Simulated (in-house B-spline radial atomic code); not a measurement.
**RPA and G0W0 on PBEsol: Rb8+**

Configuration [Ar] 3d10 4s1, highest spin, mean-field start PBEsol. Computed with an all-electron radial atomic-structure program (B-spline basis): all electrons, non-relativistic, point nucleus, each spin shell either full or empty, empty states to l = 9 with an (l + 1/2)⁻⁴ tail; G0W0 by contour deformation at full frequency.

Without relativity these are model numbers: it shifts the levels of so heavy an element strongly and can reorder them.

Command:
```bash
python run_gw.py task.json out
```
Settings (radii: box in bohr, nucleus in fm):
```
Z                        37
electrons                29
configuration            [Ar] 3d10 4s1
hamiltonian              nr
method                   pbesol
lmax                     9
spin_polarised           True
box_radius               7.7
intervals                49
ion_configuration        [Ar] 3d10
```

Cost of the run: 2.5 s on 1 thread of Arm Neoverse V2 (shared host).

Energies (hartree):

| term | value |
| --- | --- |
| mean-field total | -2919.43054 |
| Hartree-Fock functional on these orbitals | -2920.14256 |
| direct second order | -2.4514 |
| second-order exchange | 0.72242 |
| SOSEX correction | 0.67521 |

Problem. What is the RPA correlation energy, and what remains with SOSEX?

Solution. RPA gives -2.1926 hartree (-2.06 eV per electron); RPA + SOSEX gives -1.5174, and the second-order doubles -1.729 hartree (no singles). RPA lacks exchange-type terms and so overcorrelates at short range.

Quasi-particle levels (eV):

```
  level  occupied  mean field  Σx - vxc     Σc  QP weight     G0W0
  4s up       yes     -141.56     -5.93      ?          ?        ?
3d down       yes     -236.30    -22.77   3.05      0.963  -256.01
  3d up       yes     -236.69    -22.71   3.06      0.962  -256.35
3p down       yes     -352.60    -35.01   7.95      0.887  -379.65
4s down        no     -138.74     10.63  -2.95      0.961  -131.06
```

G0W0 = mean field + (Σx - vxc) + Σc, with Σc (partial-wave tail included) taken at the quasi-particle energy. Only the outer levels were computed.

Problem. Where does G0W0 put 4s up?

Solution. At -149.56 eV, with Σc = -2.08 eV and a quasi-particle weight of 0.977. The tabulated removal energy is 150.628 ± 0.025 eV (NIST, measured); the calculation leaves out relativity, Breit and QED terms, and what these don't explain is the method's own error.

Problem. What does it cost to remove one electron (to [Ar] 3d10) by differences of total energies, each species on its own start (correlation terms add to the Hartree-Fock functional)?

Solution. PBEsol 149.48 eV, Hartree-Fock functional 147.09 eV, + RPA 149.08 eV, + RPA + SOSEX 148.20 eV, + second order 148.58 eV. Tabulated: 150.628 ± 0.025 eV (NIST, measured); the calculation leaves out relativity, Breit and QED terms, and what these don't explain is the method's own error.
